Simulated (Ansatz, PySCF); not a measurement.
Al(Me)(F)2 (CH3AlF2), SMILES [CH3][Al]([F])[F].

Geometry: B3LYP-D3(BJ)/def2-SVP. The isomer is the one that the SMILES or the coordinates give; other isomers of the formula were not compared.

Vertical ionisation energy (IE) and electron affinity (EA) in eV. Rows of orbital energies are one-electron estimates. Where ΔSCF, EOM or ADC give a negative EA the extra electron is unbound and the value depends on the basis.

| level | IE | EA |
|---|---|---|
| −ε(HOMO), −ε(LUMO), r2SCAN/def2-TZVPD (PySCF) | 8.25 | 1.14 |
| −ε(HOMO), −ε(LUMO), PBE/def2-TZVPD (PySCF) | 8.00 | 1.67 |
| ΔSCF, CAM-B3LYP/def2-SVPD (Ansatz), final states of multiplicity 2 and 2 | 12.11 | -0.41 |
| ΔSCF, PBE/def2-SVPD (Ansatz), final states of multiplicity 2 and 2 | 11.62 | -0.22 |

Problem. What vertical singlet–triplet gap does ΔSCF give with CAM-B3LYP/def2-SVPD (Ansatz, a first-principles code) and with PBE/def2-SVPD (Ansatz)? (Estimate from the structure and the level; the computed values follow.)

Solution. 7.00 and 6.42 eV (triplet above singlet where positive).
